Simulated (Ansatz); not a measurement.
Species: sum formula H$_{4}$SiNO$_{3}$, charge -1, multiplicity 1. It need not be the lowest isomer of its formula. Whether it binds its extra electron was not tested at this geometry. 
Geometry from a B3LYP-D3(BJ)/def2-TZVP (Ansatz, an electronic-structure program) optimisation:
```xyz
9

Si    -0.0835    -0.1005    -0.0009
O      1.3608    -0.2427    -0.8737
O      0.4162     0.7322     1.4025
O     -0.9632     1.1632    -0.7015
N     -0.7445    -1.5947     0.0900
H      1.3201    -1.1136    -1.2818
H      0.8697     0.1191     1.9865
H     -0.6321     2.0111    -0.3911
H     -1.6884    -1.6695     0.4508
```
Charge -1, spin multiplicity 1.

Basis-set convergence of Hartree-Fock and MP2 correlation energies (hartree) with Ansatz. Cores are frozen in the correlated levels unless marked. No spin-orbit coupling. No relativistic terms. This anion needs diffuse functions, which these sets lack.

| basis | functions | E(HF) | E(corr, MP2) |
|---|---|---|---|
| cc-pV(D+d)Z | 99 | -570.46104 | -0.83330 |
| cc-pV(T+d)Z | 215 | (withheld) | (withheld) |

Q: Fill in the missing entries.

A: 
- cc-pV(T+d)Z, E(HF): -570.59918
- cc-pV(T+d)Z, E(corr, MP2): -1.07187
